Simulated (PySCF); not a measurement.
C8H5FOS. Atoms are numbered in the order given.

```xyz
16

F      0.8964     1.8540     1.2255
C      1.2800     0.7729     0.5477
C      2.6538     0.4384     0.3889
C      2.8132    -0.7097    -0.3413
S      1.2968    -1.3844    -0.8355
C      0.3975    -0.1061    -0.0521
C     -1.0447    -0.0756    -0.0917
C     -1.9804    -0.9045    -0.6706
C     -3.2606    -0.3463    -0.3593
C     -3.0145     0.7756     0.3820
O     -1.6786     0.9465     0.5485
H      3.4647     1.0357     0.8050
H      3.7414    -1.2043    -0.6211
H     -1.7735    -1.8026    -1.2480
H     -4.2352    -0.7311    -0.6504
H     -3.6519     1.5243     0.8437
```
Charge 0, spin multiplicity 1.

Geometry optimised at B3LYP-D3(BJ)/def2-SVP. The structure was generated by enumeration, and PubChem lists no compound with its InChIKey, so it may never have been made. Other conformers were not sampled.

Method: B3LYP/pcSseg-1 in PySCF.

GIAO shieldings, no solvent; atoms alike by connectivity are averaged. δ = σ(ref) − σ: ¹⁹F against CFCl3 (σ = 161.7 ppm); ¹³C against TMS (σ = 181.3 ppm); ³³S against H2S (σ = 695.8 ppm); ¹⁷O against H2O (σ = 333.8 ppm); ¹H against TMS (σ = 31.68 ppm), references at their B3LYP-D3(BJ)/def2-TZVP geometries, non-relativistic.

Computed chemical shifts:
```tsv
nucleus	atoms	count	δ (ppm)
¹⁹F	F1	1	-140.3
¹³C	C2	1	165.6
¹³C	C7	1	156.8
¹³C	C10	1	149.7
¹³C	C4	1	132.5
¹³C	C3	1	127.1
¹³C	C6	1	127.1
¹³C	C9	1	120.3
¹³C	C8	1	113.8
³³S	S5	1	405.9
¹⁷O	O11	1	307.7
¹H	H16	1	7.66
¹H	H13	1	7.03
¹H	H12	1	7.00
¹H	H14	1	6.85
¹H	H15	1	6.79
```
